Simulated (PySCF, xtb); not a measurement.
B(F)(H)(NCO) (CHBFNO), SMILES O=C=NBF. The values are those of a single conformer.

Harmonic wavenumbers (cm⁻¹) from GFN2-xTB (xtb) at its own minimum, in rising order: 77, 157, 454, 510, 530, 728, 899, 1032, 1242, 1598, 2516, 2674.

**Question.** What does B3LYP-D3(BJ)/def2-SVP run with PySCF 2.14.0 give at its own minimum? (The exact figures need the calculation; the answer reports its results.)

**Answer.** 52, 118, 457, 587, 627, 908, 908, 1119, 1334, 1631, 2464, 2652. Paired by order, the mean absolute difference is 60 cm⁻¹ and the zero-point energies are 17.8 and 18.4 kcal/mol.
